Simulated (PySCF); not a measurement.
Geometry (Å), atoms numbered from 1 in this order:
```xyz
13

C    -1.549    0.713   -0.039
C    -1.016   -0.632    0.415
Se    0.082   -1.579   -0.898
C     1.760   -0.611   -0.611
C     1.765    0.750   -1.113
N     1.752    1.842   -1.500
H    -2.158    0.609   -0.949
H    -2.182    1.153    0.749
H    -0.741    1.425   -0.259
H    -1.833   -1.340    0.621
H    -0.423   -0.557    1.340
H     1.997   -0.615    0.463
H     2.537   -1.195   -1.126
```

Geometry: PBE0-D3(BJ)/def2-SVP; GIAO absolute shieldings from PySCF 2.14.0 with density-fitted response routines, gas phase, non-relativistic, averaged over equivalent atoms.

At PBE0/6-31G (86 basis functions, 8.5 s wall time on 1 thread of an Arm Neoverse V2, shared host):
```json
{"atoms": "C5", "σ (ppm)": "81.7"}
{"atoms": "C2", "σ (ppm)": "169.2"}
{"atoms": "C1", "σ (ppm)": "181.5"}
{"atoms": "C4", "σ (ppm)": "183.7"}
{"atoms": "Se3", "σ (ppm)": "1697.0"}
{"atoms": "N6", "σ (ppm)": "-7.1"}
{"atoms": "H12/H13", "σ (ppm)": "29.87"}
{"atoms": "H10/H11", "σ (ppm)": "30.08"}
{"atoms": "H7/H8/H9", "σ (ppm)": "30.83"}
```

**Question.** Estimate the result of repeating the calculation with LC-wPBE/pcSseg-1.

**Answer.** 
```csv
atoms,σ at LC-wPBE/pcSseg-1,change
C5,59.1,-22.6
C2,160.2,-9.0
C1,171.7,-9.8
C4,175.8,-7.9
Se3,1506.7,-190.3
N6,-40.2,-33.1
H12/H13,28.92,-0.95
H10/H11,29.08,-1.00
H7/H8/H9,29.68,-1.15
```

The largest change is at Se3 (selenium bonded to 2 C). Cost: 161 basis functions, 32 s wall time on 1 thread of an Arm Neoverse V1, shared host. The order of the carbon signals is the same at both levels.

Relativistic effects, spin–orbit coupling among them, are left out; they matter for Se and for the light atoms bonded to it.
